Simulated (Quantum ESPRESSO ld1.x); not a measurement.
Values are calculated unless marked as measured or tabulated.
Q: The mean radii <r> (bohr) of the occupied orbitals of an atom or ion are listed with their occupations. Code: ld1.x of Quantum ESPRESSO 7.5. Model: scalar-relativistic Kohn-Sham, LDA (Slater exchange, VWN5 correlation), spin-polarised, spherical densities, point nucleus.

| orbital | occ. | <r> |
|---|---|---|
| 1s up | 1 | 0.01579 |
| 1s down | 1 | 0.01579 |
| 2s up | 1 | 0.06593 |
| 2s down | 1 | 0.06592 |
| 2p up | 3 | 0.05989 |
| 2p down | 3 | 0.05989 |
| 3s up | 1 | 0.1607 |
| 3s down | 1 | 0.1608 |
| 3p up | 3 | 0.1599 |
| 3p down | 2 | 0.1599 |

Name the element and its charge. Open shells, if any, are filled with parallel spins first.

A: Z = 83, bismuth, charge +66: Bi66+ in [Ne] 3s2 3p5. The 1s radius gives Z: for a bare nucleus <r> = (2 gamma + 1)/(2Z) with gamma = sqrt(1 - (Z/c)^2), 0.01561 bohr for Z = 83, and screening makes it slightly larger (0.01579 here). The occupations add up to 17, and the charge is Z minus that.
